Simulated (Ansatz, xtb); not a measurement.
**Ligand exchange: C2H5I + SiHF3 → CH2FI + SiH(CH3)F2**

Species: C2H5I (iodoethane) `CCI`, singlet; SiHF3 `F[SiH](F)F`, singlet; CH2FI (fluoroiodomethane) `FCI`, singlet; SiH(CH3)F2, singlet. The partners trade CH3 for F: C–CH3 and Si–F bonds give way to C–F and Si–CH3.

Shapes, held fixed at every level: PBE0-D4/def2-TZVP. Programs: Ansatz 0.2.0, xtb 6.7.1. The zero-point and thermal change to 298 K, harmonic and unscaled (PBE0-D4/def2-TZVP), is -4.5 kJ/mol.

Task: Estimate ΔH(298 K) of this reaction.

Result: The highest level, CCSD(T)/def2-TZVPP, gives ΔH(298 K) = +204.1 kJ/mol; the levels span +176.8 to +214.7. The column of differences is taken from that level and isn't an error. No measured value is set beside it here. For atoms past krypton def2 sets carry core potentials with scalar relativity. Correlated rows may include outer-core shells of I, which these sets cover unevenly.

```csv
level,kind,ΔH(298 K) (kJ/mol),less CCSD(T)/def2-TZVPP
GFN1-xTB,semi-empirical,+209.3,+5.2
HF/def2-SVP,Hartree–Fock,+187.0,-17.1
HF/def2-TZVPP,Hartree–Fock,+207.2,+3.1
PBE-D4/def2-TZVPP,GGA,+176.8,-27.3
wB97X-V/def2-TZVPP,range-separated hybrid,+189.8,-14.3
MP2/def2-TZVPP,perturbation theory,+214.7,+10.6
CCSD(T)/def2-SVP,coupled cluster or CI,+191.7,-12.4
CCSD(T)/def2-TZVPP,coupled cluster or CI,+204.1,0.0
```
